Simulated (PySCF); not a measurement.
**Bond length, frequency and bond energy of SbO⁻ by level of theory**

State: ³Σ⁻ (triplet), unpaired electrons π ↑↑. Set-up: basis Sb def2-TZVPPD with ECP28, O def2-TZVPPD; scalar-relativistic core potentials; PySCF 2.14. De refers to Sb + O⁻ in their high-spin ground configurations, without counterpoise correction. The functionals are run spin-unrestricted. A positive dipole points towards O; it is taken about the centre of mass and depends on that origin.

```tsv
Level	Re (Å)	ωe (cm⁻¹)	De (eV)	μ (D)
ROHF-MP2	1.883	759	4.48	n/a
ROHF-SCS-MP2	1.882	755	4.26	n/a
ROHF-CCSD	1.870	757	n/a	n/a
ROHF-CCSD(T)	1.887	723	n/a	n/a
PBE	1.904	692	4.59	-2.96
PW91	1.903	693	4.61	-3.00
r²SCAN	1.881	733	4.39	-2.95
M06-L	1.892	712	n/a	-2.73
B3LYP	1.890	722	4.24	-3.25
PBE0	1.871	754	4.23	-3.14
BHandHLYP	1.857	786	n/a	-3.46
ωB97M-V	1.868	769	4.15	-3.45
B2PLYP	1.898	695	4.36	-3.73
```

**Question.** What does a quarter of exact exchange do here, going from PBE to PBE0?

**Answer.** PBE0 less PBE: -3.3 pm in Re, +9.0 % in ωe, -0.36 eV in De. Exact exchange removes part of the self-interaction that spreads semilocal densities, and in most molecules shortens and stiffens the bond and lowers De; so it does here.

**Question.** What does the step from GGA to meta-GGA do here, going from PBE to r²SCAN?

**Answer.** r²SCAN less PBE: -2.3 pm in Re, +5.9 % in ωe, -0.20 eV in De. 

**Question.** What does the triples do here, going from ROHF-CCSD to ROHF-CCSD(T)?

**Answer.** ROHF-CCSD(T) less ROHF-CCSD: +1.7 pm in Re, -4.5 % in ωe. Correlation nearly always deepens the well. The bond lengthens, as in strong covalent bonds, where excitations into antibonding orbitals dominate.

Correlated steps freeze 5 core orbitals. These are scalar-relativistic numbers at best; spin–orbit coupling would shift them, the dissociation energy most. For an ion De counts to the pair picked by the measured ionisation energies or electron affinities, which need not be the lowest pair at this level. The highest Kohn–Sham level is positive in this anion. Much of that is self-interaction error, but it also means that the finite basis helps to hold the extra electron. B2PLYP dipoles, levels and charges come from its SCF part alone. The state is the lowest determinant that a PBE0 search found; another state may lie lower at other levels.

The whole job (state search and all levels along the bond) took about 20 min on 2 threads of Arm Neoverse V1 (shared host), peak memory 3.9 GiB.
